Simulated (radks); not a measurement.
Results of a calculation; reference values are marked as such.
Valence configurations of the nitrogen ion N3+ (all share [He]). Code: a radial shooting solver on a logarithmic mesh with Libxc functionals. Model: non-relativistic Kohn-Sham, PBEsol, spin-polarised, spherical densities, point nucleus; open shells are filled with parallel spins first. Energies are relative to 2s2; eigenvalues in eV for spin up.

| valence | E (eV) | moment (Bohr magnetons) | e(2p) | e(2s) |
|---|---|---|---|---|
| 2s2 | 0.000 | 0 | - | -67.811 |
| 2s1 2p1 | 7.465 | 2 | -58.373 | -69.451 |
| 2p2 | 18.505 | 2 | -57.620 | - |
| 2s0.5 2p1.5 | 12.994 | 2 | -58.005 | -69.043 |
| 2s1.5 2p0.5 | 4.676 | 1 | -57.802 | -68.851 |

NIST lists [He] 2s2 as the ground configuration; this level of theory agrees among the configurations tried. The energies are those of spherical high-spin densities, not of single terms.
